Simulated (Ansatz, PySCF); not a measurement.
Complex: H2O (SMILES O) (first 3 atoms) with HF (SMILES F); geometry from B3LYP-D3(BJ)/def2-TZVP, rigid monomers moved along the line of their centres of mass till O1···H5 is 2.37 Å.
(charge 0, multiplicity 1):
```xyz
5

O     -0.0849    -0.2722     0.3220
H      0.7239    -0.7519     0.1114
H     -0.1109     0.4892    -0.2683
F     -0.3267     0.5434     3.5210
H     -0.2962     0.2861     2.6127
```

Interaction energies are E(AB) − E(A) − E(B) at the monomers' geometry in the complex; basis-set methods are counterpoise corrected. Rows marked so take none.

Cores are frozen in the correlated methods. Rows in 6-31G* carry no dispersion term and start afresh at each structure (6-31G* with six Cartesian d functions).

The values were computed with Ansatz (Gaussian orbitals); PySCF for 6-31G* rows. Values without a source in brackets are computed.

### Question
Give the interaction energy at the level CCSD/aug-cc-pVDZ.

### Answer
-5.3 kcal/mol

### Question
What is the computed interaction energy (wB97X-V/def2-TZVPPD)?

### Answer
-5.6 kcal/mol

### Question
Estimate the interaction energy that M06-2X/6-31G* (no counterpoise) returns for this input.

### Answer
-7.2 kcal/mol

Ansatz is an electronic-structure program.
